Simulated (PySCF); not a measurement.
C7H6O2.
Bonds: O1–C2 (double), C2–O3, C2–C4, C4–C5 (aromatic), C5–C6 (aromatic), C6–C7 (aromatic), C7–C8 (aromatic), C8–C9 (aromatic), C4–C9 (aromatic). Hydrogens: H10 on O3; H11 on C5; H12 on C6; H13 on C7; H14 on C8; H15 on C9.

The geometry is computed with GFN2-xTB (gas phase).

(1) What internal coordinates does the optimisation give?

## Answers

(1) 
| bond | length (bohr) | order |
| --- | --- | --- |
| O1=C2 | 2.280 | double |
| C2–O3 | 2.539 | single |
| C2–C4 | 2.794 | single |
| C4–C5, C4–C9 | 2.633 | aromatic |
| C5–C6, C8–C9 | 2.611 | aromatic |
| C6–C7, C7–C8 | 2.620 | aromatic |
| O3–H10 | 1.832 | single |
| C5–H11, C9–H15 | 2.039 | single |
| C6–H12, C8–H14 | 2.041 | single |
| C7–H13 | 2.041 | single |

Bonds in one row agree within 0.02 bohr and their mean is given. Orders are formal, as drawn. A selection of angles:
| angle | degrees |
| --- | --- |
| O1–C2–O3 | 121.8 |
| O1–C2–C4 | 124.7 |
| O3–C2–C4 | 113.5 |
| C2–C4–C5 | 118.4 |
| C2–C4–C9 | 121.7 |
| C5–C4–C9 | 119.9 |
| C4–C5–C6 | 120.0 |
| C5–C6–C7 | 119.9 |
| C6–C7–C8 | 120.2 |
| H10–O3–C2 | 109.5 |

Dihedral angles: O1–C2–C4–C5 0° (synperiplanar); H10–O3–C2–O1 0° (synperiplanar).

The 2 C–O bonds span 1.206 Å (O1=C2, drawn double) to 1.344 Å (C2–O3, drawn single), a spread of 0.138 Å. The 7 C–C bonds span 1.381 Å (C5–C6, aromatic) to 1.479 Å (C2–C4, drawn single), a spread of 0.098 Å. The 6-membered ring C4–C5–C6–C7–C8–C9 has internal angles of 119.7° to 120.2° (sum 720°, against 720° for a flat polygon); it is planar, 0.00 Å rms from its mean plane, widest ring torsion 0°. The 9 heavy atoms lie in one plane (0.001 Å rms). Of the pairs four or more bonds apart, O3···H15 is among the closest relative to their van der Waals radii: 2.40 Å, 88 % of the sum of Bondi's values. O3 (acid hydroxyl oxygen) is bent (angle 109.5°).

Point group: Cs (every atom within 0.08 Å of its image). Whether it is a minimum is left open (no frequencies). The numbers are those of one conformer (O1–C2–O3–H 0°, O1–C2–C4–C5 0°).
